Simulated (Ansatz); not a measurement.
A CCSD(T) single point on CH₆INSi (`C[SiH](N)I`).

```yaml
crystal:
  periodic: [false, false, false]
  atoms:
    - {symbol: C, position_ang: [-0.715462, 1.218705, -0.042764]}
    - {symbol: Si, position_ang: [-0.068538, -0.487048, -0.380156]}
    - {symbol: N, position_ang: [1.480894, -0.676783, 0.312877]}
    - {symbol: I, position_ang: [-1.760107, -2.081653, 0.489365]}
    - {symbol: H, position_ang: [-0.798489, 1.393372, 1.032523]}
    - {symbol: H, position_ang: [-0.040633, 1.965685, -0.468364]}
    - {symbol: H, position_ang: [-1.707284, 1.345046, -0.480043]}
    - {symbol: H, position_ang: [0.045015, -0.812446, -1.820122]}
    - {symbol: H, position_ang: [2.023477, -1.494593, 0.081551]}
    - {symbol: H, position_ang: [1.624226, -0.421583, 1.278134]}
basis:
  gaussian: {orbitals: def2-TZVPP}
correlation: {method: ccsd_t}
output: {orbitals: {seedname: orbitals}}
```

```sh
$ ansatz run in.yaml --threads 4 --pin off --events-out ev --progress --plain --max-ram 10444MiB
```

The program prints (abridged):

```
Functional definition: HF
1551 factors; integrals over basis functions are off by at most 1.2e-3 eV
mean field evaluation 1: about -18542.2323 eV, gradient 3.9e1 eV
mean field evaluation 2: about -18542.3721 eV, gradient 4.0e1 eV
mean field evaluation 4: about -18545.8570 eV, gradient 3.5e0 eV
mean field evaluation 8: about -18545.9067 eV, gradient 2.0e-1 eV
mean field -18545.90692520 eV, -681.5495086339 hartree, gradient 8.4e-6 eV, S^2 0.000000; 0 other end points of the search recorded, 0 dependent functions left out
11 core orbitals not correlated: weight in the atoms' cores, before any rotation towards them, 1.000 or more for the frozen orbitals, at most 0.000 for the correlated occupied ones
reference -18545.90692520 eV, -681.5495086339 hartree; 18, 18 occupied and 209, 209 virtual orbitals, 1551 factors
second order -27.60838315 eV of doubles, -0.00000000 eV of singles
cycle   1  -26.99152767 eV  change    6.2e-1 eV  update   9.7e-2
cycle   2  -27.62949918 eV  change   -6.4e-1 eV  update   2.6e-2
cycle   3  -27.70162837 eV  change   -7.2e-2 eV  update   1.1e-2
cycle   4  -27.68481691 eV  change    1.7e-2 eV  update   2.6e-3
cycle   5  -27.68598799 eV  change   -1.2e-3 eV  update   1.3e-3
cycle   6  -27.68649666 eV  change   -5.1e-4 eV  update   3.5e-4
cycle   7  -27.68620113 eV  change    3.0e-4 eV  update   1.5e-4
cycle   8  -27.68617852 eV  change    2.3e-5 eV  update   4.8e-5
cycle   9  -27.68621061 eV  change   -3.2e-5 eV  update   1.8e-5
perturbative correction -0.84988359 eV, -0.0312326458 hartree
Total energy: -18574.44301940 eV, -682.5981907531 hartree
```

It took 59 s on 4 threads of an Intel Xeon 6975P-C on a shared host, with 5.4 GiB of host memory at the peak.

MP2 recovers 96.7 % of the CCSD(T) correlation energy and the triples give 3.0 %; T1 = 0.0088.
